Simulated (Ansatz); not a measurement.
`B[CH]([GaH2])CO` and `B[CH2][GaH2]` differ in one atom or group.

Ansatz, PBE0-D4/def2-TZVP geometries, multiplicity 1. Each molecule was computed in one conformer, which needn't be the lowest.

Scalar relativity is left out up to krypton.

```tsv
property	`B[CH]([GaH2])CO`
HOMO energy (PBE/def2-TZVPP) / eV	-6.45
LUMO energy (B3LYP/def2-TZVPP) / eV	-1.22
size of the dipole moment (PBE/def2-TZVPP) / D	3.50
HOMO–LUMO gap (ωB97M-V/def2-TZVPP) / eV	10.36
size of the dipole moment (ωB97M-V/def2-TZVPP) / D	3.44
HOMO energy (B3LYP/def2-TZVPP) / eV	-7.29
```

**Question.** What does the change do to each property? (An estimate is asked.)

**Answer.** Computed: 
```csv
property,`B[CH2][GaH2]`,shift
HOMO energy (PBE/def2-TZVPP) / eV,-7.10,-0.65
LUMO energy (B3LYP/def2-TZVPP) / eV,-2.40,-1.18
size of the dipole moment (PBE/def2-TZVPP) / D,1.38,-2.12
HOMO–LUMO gap (ωB97M-V/def2-TZVPP) / eV,9.99,-0.37
size of the dipole moment (ωB97M-V/def2-TZVPP) / D,1.28,-2.16
HOMO energy (B3LYP/def2-TZVPP) / eV,-7.99,-0.70
```

With PBE0 the HOMO falls by 0.71 eV and the LUMO falls by 1.16 eV, so the gap narrows by about 0.45 eV. PBE moves the HOMO by -0.65 eV and ωB97M-V by -0.72 eV. Dipoles are sizes alone; their direction can turn.

B3LYP here is the variant with VWN-RPA as its local correlation; programs differ in this.
